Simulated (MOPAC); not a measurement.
MOPAC input (PM3):

```
PM3 PRECISE GNORM=0.05 LET XYZ CHARGE=-1 GEO-OK AUX(PRECISION=9) THREADS=1
H3BOP

B    -0.27022800 1   -0.66963600 1    0.31892400 1
H    -1.17342200 1   -1.47140600 1    0.40207600 1
O     0.82618200 1   -1.03693400 1    1.13524000 1
H     1.52048100 1   -0.37518800 1    1.04024700 1
P    -0.26875400 1    0.85399800 1   -0.72281700 1
H    -1.57406900 1    0.68027400 1   -1.27660800 1
```

Output:

```
 *******************************************************************************
 **                                                                           **
 **                              MOPAC v23.2.5                                **
 **                                                                           **
 *******************************************************************************
 ** MOPAC's Digital Object Identifier: https://doi.org/10.5281/zenodo.6511958 **
 **                                                                           **
 ** Please cite the open-source release paper for use of this MOPAC version:  **
 ** J. E. Moussa and J. J. P. Stewart (2026)                                  **
 ** MOPAC: An open-source semiempirical molecular orbital program             **
 ** J. Open Source Softw., 11(119), 8025, https://doi.org/10.21105/joss.08025 **
 *******************************************************************************

                              PM3 CALCULATION RESULTS

 *******************************************************************************
 *  PM3        - The PM3 Hamiltonian to be used
 *  GEO-OK     - OVERRIDE INTERATOMIC DISTANCE AND OTHER SAFETY CHECKS
 *
 *
 *
 *                 CHARGE ON SYSTEM = -1
 *
 *
 *
 *  LET        - OVERRIDE SOME SAFETY CHECKS
 *  PRECISE    - TIGHTER CRITERIA TO BE USED
 *  XYZ        - CARTESIAN COORDINATE SYSTEM TO BE USED
 *  GNORM      - EXIT WHEN GRADIENT NORM DROPS BELOW 0.050
 *  AUX        - OUTPUT AUXILIARY INFORMATION
 *******************************************************************************
PM3 PRECISE GNORM=0.05 LET XYZ CHARGE=-1 GEO-OK AUX(PRECISION=9) THREADS=1
 H3BOP

   ATOM   CHEMICAL          X               Y               Z
  NUMBER   SYMBOL      (ANGSTROMS)     (ANGSTROMS)     (ANGSTROMS)

     1       B         -0.27022800  *  -0.66963600  *   0.31892400  *
     2       H         -1.17342200  *  -1.47140600  *   0.40207600  *
     3       O          0.82618200  *  -1.03693400  *   1.13524000  *
     4       H          1.52048100  *  -0.37518800  *   1.04024700  *
     5       P         -0.26875400  *   0.85399800  *  -0.72281700  *
     6       H         -1.57406900  *   0.68027400  *  -1.27660800  *

          CARTESIAN COORDINATES

    NO.       ATOM           X           Y           Z

     1         B         -0.2702     -0.6696      0.3189
     2         H         -1.1734     -1.4714      0.4021
     3         O          0.8262     -1.0369      1.1352
     4         H          1.5205     -0.3752      1.0402
     5         P         -0.2688      0.8540     -0.7228
     6         H         -1.5741      0.6803     -1.2766

  H: (PM3): J. J. P. STEWART, J. COMP. CHEM. 10, 209 (1989).
  B: (PM3): J. J. P. STEWART, J. MOL. MOD., 10, 155-164 (2004)
  O: (PM3): J. J. P. STEWART, J. COMP. CHEM. 10, 209 (1989).
  P: (PM3): J. J. P. STEWART, J. COMP. CHEM. 10, 209 (1989).

           Empirical Formula: H3 O B P  =     6 atoms

      MOLECULAR POINT GROUP   :   Cs

      RHF CALCULATION, NO. OF DOUBLY OCCUPIED LEVELS = 9

          Geometry optimization using EF

          DIAGONAL MATRIX USED AS START HESSIAN

 CYCLE:     1  GRAD.:    61.630 HEAT: -94.22951
 CYCLE:     2  GRAD.:   183.164 HEAT: -89.18582
 CYCLE:     3  GRAD.:   125.471 HEAT: -91.16025
 CYCLE:     4  GRAD.:   122.342 HEAT: -90.54320
 CYCLE:     5  GRAD.:   169.614 HEAT: -90.06553
 CYCLE:     6  GRAD.:   275.626 HEAT: -79.68476
 CYCLE:     7  GRAD.:    54.855 HEAT: -97.05749
 CYCLE:     8  GRAD.:    25.869 HEAT: -97.82507
 CYCLE:     9  GRAD.:     9.436 HEAT: -98.02154
 CYCLE:    10  GRAD.:     7.927 HEAT: -98.06022
 CYCLE:    11  GRAD.:     1.685 HEAT: -98.08259
 CYCLE:    12  GRAD.:     2.250 HEAT: -98.09705
 CYCLE:    13  GRAD.:     3.148 HEAT: -98.11818
 CYCLE:    14  GRAD.:     1.385 HEAT: -98.12368
 CYCLE:    15  GRAD.:     0.895 HEAT: -98.12476
 CYCLE:    16  GRAD.:     0.401 HEAT: -98.12514
 CYCLE:    17  GRAD.:     0.129 HEAT: -98.12530
 CYCLE:    18  GRAD.:     0.042 HEAT: -98.12532

     GRADIENT =  0.04242 IS LESS THAN CUTOFF =  0.05000

 -------------------------------------------------------------------------------
 PM3 PRECISE GNORM=0.05 LET XYZ CHARGE=-1 GEO-OK AUX(PRECISION=9) THREADS=1
 H3BOP

     GEOMETRY OPTIMISED USING EIGENVECTOR FOLLOWING (EF).
     SCF FIELD WAS ACHIEVED

                              PM3 CALCULATION
                                                       MOPAC v23.2.5 Linux

          FINAL HEAT OF FORMATION =        -98.12532 KCAL/MOL =    -410.55632 KJ/MOL

          COSMO AREA              =         90.07 SQUARE ANGSTROMS
          COSMO VOLUME            =         73.03 CUBIC ANGSTROMS

          GRADIENT NORM           =          0.04242          =       0.01732 PER ATOM
          IONIZATION POTENTIAL    =          2.884788 EV
          HOMO LUMO ENERGIES (EV) =         -2.885  6.327
          NO. OF FILLED LEVELS    =          9
          MOLECULAR WEIGHT        =         60.8069         POINT GROUP:  Cs

          MOLECULAR DIMENSIONS (Angstroms)

            Atom       Atom       Distance
            H     6    H     4     3.95193
            P     5    H     2     2.53992
            B     1    O     3     0.00000

          SCF CALCULATIONS        =         19

   ATOM   CHEMICAL          X               Y               Z
  NUMBER   SYMBOL      (ANGSTROMS)     (ANGSTROMS)     (ANGSTROMS)

     1       B         -0.28462566  *  -0.67097509  *   0.31242087  *
     2       H         -1.11074703  *  -1.44777240  *   0.41820318  *
     3       O          0.81022845  *  -0.98803521  *   1.09356120  *
     4       H          1.49637734  *  -0.33914393  *   1.00316395  *
     5       P         -0.27178231  *   0.78505679  *  -0.67720661  *
     6       H         -1.48513870  *   0.81233761  *  -1.32114093  *

                             CARTESIAN COORDINATES

   1    B       -0.284625659    -0.670975091     0.312420871
   2    H       -1.110747025    -1.447772395     0.418203180
   3    O        0.810228447    -0.988035212     1.093561201
   4    H        1.496377338    -0.339143930     1.003163951
   5    P       -0.271782313     0.785056791    -0.677206612
   6    H       -1.485138704     0.812337608    -1.321140928

           Empirical Formula: H3 O B P  =     6 atoms

      MOLECULAR POINT GROUP   :   Cs

                  EIGENVALUES
 -33.40590 -21.66351 -15.71420 -11.40691  -9.92289  -9.27402  -6.11716  -3.64770
  -2.88479   6.32713   6.85793   7.47993   8.51988   9.62884  10.43340

              NET ATOMIC CHARGES AND DIPOLE CONTRIBUTIONS

  ATOM NO.   TYPE          CHARGE      No. of ELECS.   s-Pop       p-Pop
    1          B          -0.130617        3.1306     1.03062     2.09999
    2          H          -0.001269        1.0013     1.00127
    3          O          -0.250151        6.2502     1.71976     4.53039
    4          H           0.179955        0.8200     0.82004
    5          P          -0.803346        5.8033     1.77889     4.02445
    6          H           0.005428        0.9946     0.99457
 DIPOLE           X         Y         Z       TOTAL
 POINT-CHG.     1.544    -1.663     1.933     2.981
 HYBRID        -0.841    -0.747     0.077     1.127
 SUM            0.703    -2.409     2.011     3.216

          ATOMIC ORBITAL ELECTRON POPULATIONS

     Atom    s        px        py        pz
    1  B   1.03062   0.73395   0.74604   0.62000
    2  H   1.00127
    3  O   1.71976   1.33259   1.53068   1.66712
    4  H   0.82004
    5  P   1.77889   1.23356   1.37726   1.41363
    6  H   0.99457

 **********************
 *                    *
 * JOB ENDED NORMALLY *
 *                    *
 **********************

 == MOPAC DONE ==
```

The dipole moment of an ion depends on the origin.

The geometry given is a B3LYP-D3(BJ)/def2-TZVP minimum.
